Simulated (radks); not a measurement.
Q: Species: Te II. Configuration: [Kr] 4d10 5s2 5p3. Calculated with a radial shooting solver on a logarithmic mesh with Libxc functionals: Dirac Kohn-Sham, BLYP, spin-unpolarised, spherical densities, finite nucleus; open shells fill j = l - 1/2 first; Fermi nuclear charge, rms radius 4.7423 fm. Some entries of the table are withheld. Estimate them.

orbital  occ.  eigenvalue (Ry)  r(max) (bohr)
1s1/2       2        -2323.872        0.01793
2s1/2       2        -356.7942         0.1015
2p1/2       2              (1)        0.07793
2p3/2       4              (2)        0.08264
3s1/2       2        -71.49330            (3)
3p1/2       2        -62.26962         0.2792
3p3/2       4        -58.50875         0.2898
3d3/2       4        -42.22454         0.2360
3d5/2       6        -41.43795         0.2390
4s1/2       2        -12.69136         0.7011
4p1/2       2         -9.52077         0.7213
4p3/2       4         -8.80443         0.7457
4d3/2       4         -3.74777         0.8056
4d5/2       6         -3.63963         0.8145
5s1/2       2         -1.70034          1.773
5p1/2       2              (4)          2.047
5p3/2       1              (5)          2.132

A: 
(1) 2p1/2 eigenvalue (Ry): -334.3707
(2) 2p3/2 eigenvalue (Ry): -314.1867
(3) 3s1/2 r(max) (bohr): 0.2928
(4) 5p1/2 eigenvalue (Ry): -1.03209
(5) 5p3/2 eigenvalue (Ry): -0.96403
